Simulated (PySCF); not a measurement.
silicon monosulfide (SSi), singlet, at a GFN2-xTB geometry; MP2/aug-cc-pVDZ in PySCF.

The PySCF input:
```python
from pyscf import gto, scf, mp

mol = gto.Mole()
mol.atom = '''
    Si   -0.00000000   -0.00000000   -1.06660351
    S     0.00000000    0.00000000    0.93327807
'''
mol.basis = 'aug-cc-pvdz'
mol.verbose = 4
mol.build()

mf = scf.RHF(mol)
mf.kernel()

pt = mp.MP2(mf, frozen=10)
pt.kernel()
print('E(MP2) = %.10f' % pt.e_tot)
```

**Question.** Write the output that PySCF gives for this input, abridged.

**Answer.** 
```
PySCF version 2.14.0

[INPUT] verbose = 4
[INPUT] num. atoms = 2
[INPUT] num. electrons = 30
[INPUT] charge = 0
[INPUT] spin (= nelec alpha-beta = 2S) = 0
[INPUT] symmetry False subgroup None
[INPUT] Mole.unit = angstrom
[INPUT] Symbol           X                Y                Z      unit          X                Y                Z       unit  Magmom
[INPUT]  1 Si     0.000000000000   0.000000000000  -1.066603510000 AA    0.000000000000   0.000000000000  -2.015588517400 Bohr   0.0
[INPUT]  2 S      0.000000000000   0.000000000000   0.933278070000 AA    0.000000000000   0.000000000000   1.763639950363 Bohr   0.0

nuclear repulsion = 59.2713570800927
number of shells = 16
number of NR pGTOs = 100
number of NR cGTOs = 54
basis = aug-cc-pvdz
ecp = {}

******** <class 'pyscf.scf.hf.RHF'> ********
method = RHF
initial guess = minao
damping factor = 0
level_shift factor = 0
DIIS = <class 'pyscf.scf.diis.CDIIS'>
diis_start_cycle = 1
diis_space = 8
diis_damp = 0
SCF conv_tol = 1e-09
SCF conv_tol_grad = None
SCF max_cycles = 50
direct_scf = True
direct_scf_tol = 1e-13
Set gradient conv threshold to 3.16228e-05
Initial guess from minao.
init E= -686.378706464391
  HOMO = -0.271879282428972  LUMO = -0.030660597599496  gap/eV = 6.56389
cycle= 1 E= -686.417873392644  delta_E= -0.0392  |g|= 0.366  |ddm|= 1.18
  HOMO = -0.335349395507587  LUMO = -0.0246475422862524  gap/eV = 8.45463
cycle= 2 E= -686.445376987835  delta_E= -0.0275  |g|= 0.311  |ddm|= 0.823
  HOMO = -0.380802739575353  LUMO = 0.00172014430884345  gap/eV = 10.40898
cycle= 3 E= -686.481504262198  delta_E= -0.0361  |g|= 0.0246  |ddm|= 0.334
  HOMO = -0.379672188693092  LUMO = 0.00946992698838777  gap/eV = 10.58910
cycle= 4 E= -686.481964465817  delta_E= -0.00046  |g|= 0.00621  |ddm|= 0.0797
  HOMO = -0.380897504418277  LUMO = 0.00857776901299919  gap/eV = 10.59816
cycle= 5 E= -686.481988091323  delta_E= -2.36e-05  |g|= 0.00158  |ddm|= 0.014
  HOMO = -0.380406099687811  LUMO = 0.00845036232693109  gap/eV = 10.58132
cycle= 6 E= -686.48198970598  delta_E= -1.61e-06  |g|= 0.000484  |ddm|= 0.00361
  HOMO = -0.380464373799749  LUMO = 0.00842088525937279  gap/eV = 10.58211
cycle= 7 E= -686.481989956303  delta_E= -2.5e-07  |g|= 0.000146  |ddm|= 0.00154
  HOMO = -0.380437949882512  LUMO = 0.0084238959296373  gap/eV = 10.58147
cycle= 8 E= -686.481989985345  delta_E= -2.9e-08  |g|= 2.26e-05  |ddm|= 0.000678
  HOMO = -0.380442045130237  LUMO = 0.00842244655858228  gap/eV = 10.58154
cycle= 9 E= -686.481989985876  delta_E= -5.31e-10  |g|= 5.35e-06  |ddm|= 7.08e-05
  HOMO = -0.380441025867708  LUMO = 0.00842168105034322  gap/eV = 10.58149
Extra cycle  E= -686.481989985899  delta_E= -2.25e-11  |g|= 2.4e-06  |ddm|= 8.82e-06
converged SCF energy = -686.481989985899

******** <class 'pyscf.mp.mp2.RMP2'> ********
nocc = 5, nmo = 44
frozen orbitals 10
E(RMP2) = -686.699826670999  E_corr = -0.217836685099791
E(SCS-RMP2) = -686.695636463345  E_corr = -0.213646477446657
E_corr(same-spin) = -0.0551048592381828
E_corr(oppo-spin) = -0.162731825861608
E(MP2) = -686.6998266710
```
